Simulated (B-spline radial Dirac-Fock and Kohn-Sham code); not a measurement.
## Auger parameter of lanthanum: the L3 level and its strongest L3-MM line

These are calculated numbers from an atomic code on a B-spline grid; the model is multi-electron Dirac-Fock with separately optimised hole states, Breit and Lamb-shift corrections added in first order. The modified Auger parameter α′ is the binding energy plus the kinetic energy of the Auger electron; it does not depend on the energy zero. For free ions it tends to fall with charge, since less charge screens the final holes.

```
            species      configuration  binding 2p3/2 (eV)  Auger line  kinetic (eV)  α′ (eV)
                 La       [Xe] 5d1 6s2              5496.8    M3M3 J=2        3169.2   8666.0
                 La       [Xe] 4f2 5d1              5482.1    M3M3 J=2        3198.7   8680.8
                 La   [Xe] 5d1 6s1 6p1              5497.8    M3M3 J=2        3168.2   8666.1
                 La       [Xe] 5d2 6s1              5494.3    M3M3 J=2        3172.4   8666.7
                La⁺           [Xe] 5d2              5500.5    M3M3 J=2        3164.9   8665.4
               La²⁺           [Xe] 5d1              5510.6    M3M3 J=2        3153.1   8663.7
La²⁺ (Watson 1.6 Å)           [Xe] 5d1              5494.3    M3M3 J=2        3170.6   8664.9
La²⁺ (Watson 2.7 Å)           [Xe] 5d1              5500.0    M3M3 J=2        3163.7   8663.7
               La³⁺  [Kr] 4d10 5s2 5p6              5522.2    M3M3 J=2        3140.2   8662.3
La³⁺ (Watson 1.6 Å)  [Kr] 4d10 5s2 5p6              5495.5    M3M3 J=2        3167.0   8662.5
               La⁴⁺  [Kr] 4d10 5s2 5p5              5537.7    M3M3 J=2        3124.0   8661.7
               La⁵⁺  [Kr] 4d10 5s2 5p4              5554.1    M3M3 J=2        3107.1   8661.2
               La⁶⁺  [Kr] 4d10 5s2 5p3              5571.3    M3M3 J=2        3089.8   8661.1
               La⁷⁺  [Kr] 4d10 5s2 5p2              5589.4    M3M3 J=2        3071.3   8660.7
```
